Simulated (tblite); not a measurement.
Start geometry of `C[C@H]1C[Si@H](NC2CC2)C1` from a force field or distance geometry (Å):
```
atom  x, y, z in Å
C1    -3.2515    0.5257   -0.3521
C2    -1.8410    0.0789   -0.0706
C3    -1.1200    0.8323    1.1214
Si4   -0.1810   -0.7348    1.4894
N5     1.2571   -0.9465    0.6342
C6     2.4448   -0.1076    0.7560
C7     3.4376   -0.0839   -0.3796
C8     2.5993    1.1262   -0.0913
C9    -1.7143   -1.3509    0.5994
H10   -3.2713    1.5583   -0.7152
H11   -3.8888    0.4821    0.5445
H12   -3.7213   -0.1097   -1.1149
H13   -1.2640    0.1435   -0.9890
H14   -0.5281    1.6988    0.8119
H15   -1.7994    1.1414    1.9358
H16   -0.0481   -1.1321    2.9313
H17    1.5244   -1.9244    0.6441
H18    2.8804   -0.0702    1.7582
H19    3.2137   -0.6560   -1.2630
H20    4.4961   -0.0367   -0.1239
H21    1.8003    1.3658   -0.7948
H22    3.0722    1.9910    0.3437
H23   -2.5283   -1.5940    1.2959
H24   -1.5804   -2.1776   -0.1068
```

Q: What comes out of this run: tblite, GFN2-xTB geometry optimisation, gas phase?

A: 
```
atom  x, y, z in Å
C1    -3.363    0.507    0.363
C2    -2.210   -0.150   -0.375
C3    -0.966    0.767   -0.417
Si4   -0.123   -0.299    0.934
N5     1.369   -1.124    0.737
C6     2.665   -0.560    0.887
C7     3.225    0.382   -0.146
C8     2.842    0.885    1.215
C9    -1.629   -1.338    0.421
H10   -3.712    1.389   -0.172
H11   -3.042    0.810    1.358
H12   -4.199   -0.183    0.465
H13   -2.549   -0.441   -1.374
H14   -0.478    0.734   -1.391
H15   -1.197    1.810   -0.210
H16   -0.145    0.284    2.278
H17    1.384   -1.941    0.144
H18    3.370   -1.253    1.339
H19    2.584    0.650   -0.971
H20    4.272    0.313   -0.401
H21    1.959    1.497    1.288
H22    3.625    1.158    1.906
H23   -2.289   -1.690    1.207
H24   -1.404   -2.188   -0.220
```

The energy falls by 41.9 kJ/mol over 269 L-BFGS steps, the largest force on an atom goes from 2.09 to 0.008 eV/Å, and the atoms move by 1.275 Å rms after alignment. The bond that changes most is C3–Si4 (sp3 carbon bound to silicon to SiH silicon), which lengthens by 0.053 Å. Bonds longer at the end by more than 0.005 Å: 5 of 25; shorter: 14. Among the angles that change most is C3–Si4–N5, from 115.8° to 124.7°. Among the dihedrals that turn most is C9–Si4–N5–H17, from -74° to 17°. Rotational constants go from 2808, 724.4, 658.7 to 3606, 688.8, 648.1 MHz. The orientation of the end geometry is arbitrary; only internal coordinates are fixed.

Its GFN2-xTB frequencies are all real (lowest 40 cm⁻¹). The numbers are those of one conformer. 3 starts were optimised and ended at 0.00, 0.19 and 0.68 kcal/mol (GFN2-xTB); the lowest of these is shown.

The numbers are calculated, not measured.
